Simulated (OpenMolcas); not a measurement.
Co⁴⁺: Racah parameters, worked from levels

| Item | Value |
| --- | --- |
| Program | OpenMolcas 26.06 |
| Basis | ANO-RCC-VTZP [6s5p3d2f1g] |
| Scalar Hamiltonian | DKH2, point nucleus |
| Active space | 11 electrons in 8 orbitals (RAS1 3p, at most 2 holes; RAS2 3d) |
| State averaging | 2S+1 = 6 even, 1 root; 2S+1 = 4 even, 24 roots; 2S+1 = 2 even, 53 roots |
| Spin-orbit coupling | state interaction with AMFI integrals over the reference wave functions, term energies averaged over their components |

Methods: RASSCF; MS-RASPT2, IPEA 0.25 Eh, imaginary shift 0.1 Eh (closed shells correlated: 3s).

**Racah parameters.** Above 6S, d5 has 4D at 17B + 5C, 4G at 10B + 5C and 4P at 7B + 7C. The first two fix B and C, and the third tests them; where it misses by thousands of cm-1, two parameters do not describe the configuration (Trees and configuration-interaction terms are left out) and B and C hang on the terms chosen. Term energies are centres of gravity, weighted by 2J + 1.

| Source | 4D | 4G | B | C | C/B | 4P from B, C | 4P found |
| --- | --- | --- | --- | --- | --- | --- | --- |
| RASSCF | 51390 | 43299 | 1156 | 6348 | 5.49 | 52528 | 44529 |
| MS-RASPT2 | 47151 | 38961 | 1170 | 5452 | 4.66 | 46354 | 43141 |

Energies in cm-1. From RASSCF to MS-RASPT2, B changes by +1.2 % and C by -14.1 %.

Term energies are means over components that CASPT2 splits; among the terms shown or strongly mixed into the levels shown the widest spread is 340 cm-1 (3d5 4G, MS-RASPT2). Active for correlation alone: 3p; no level in the range computed is led by a configuration that opens it, so any true level of that kind is missing. Without dynamic correlation excited terms often stand tens of per cent too high (terms of higher spin than the ground term too low), and those without a measured partner can miss by more than the paired ones (holds for RASSCF). Only configurations of the active space appear.
